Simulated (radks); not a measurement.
Q: Excited configurations of V II: one electron is placed in a higher orbital outside [Ar] 3d3. The ground configuration is [Ar] 3d4. Method: non-relativistic Kohn-Sham, PBEsol, spin-unpolarised, spherical densities, point nucleus; computed with a radial shooting solver on a logarithmic mesh with Libxc functionals. Excitation = E - E(ground); binding = E(ion) - E, where the ion is the core of charge +2; n* = 2/sqrt(2 binding) in atomic units, and the quantum defect is n - n*.

| outer orbital | excitation (eV) | binding (eV) | n* | quantum defect | eigenvalue (eV) | <r> (bohr) |
|---|---|---|---|---|---|---|
| 4s | 0.804 | 14.077 | 1.966 | 2.034 | -10.801 | 3.055 |
| 4d | 9.310 | 5.571 | 3.126 | 0.874 | -4.045 | 5.950 |
| 7s | 12.557 | 2.324 | 4.839 | 2.161 | -1.877 | 18.25 |
| 7p | 12.844 | 2.038 | 5.168 | 1.832 | -1.646 | 20.39 |
| 7d | 13.301 | 1.580 | 5.870 | 1.130 | -1.271 | 25.62 |
| 7f | 13.649 | 1.232 | 6.646 | 0.354 | -0.987 | 31.84 |

Estimate the row for 6f.

A: excitation (eV) 13.232; binding (eV) 1.649; n* 5.744; quantum defect 0.256; eigenvalue (eV) -1.294; <r> (bohr) 22.82. The Delta-SCF ionisation energy is 14.881 eV (NIST Atomic Spectra Database: 14.63 eV, measured). Self-interaction in the functional shifts the binding energies and quantum defects, so they are the method's values and not measured ones. Spin polarisation and multiplet splitting are left out, so open shells lie too high by an amount that depends on their filling.

Beside tabulated values, note that spin-unpolarised runs miss the spin-polarisation part of the exchange energy of open shells.
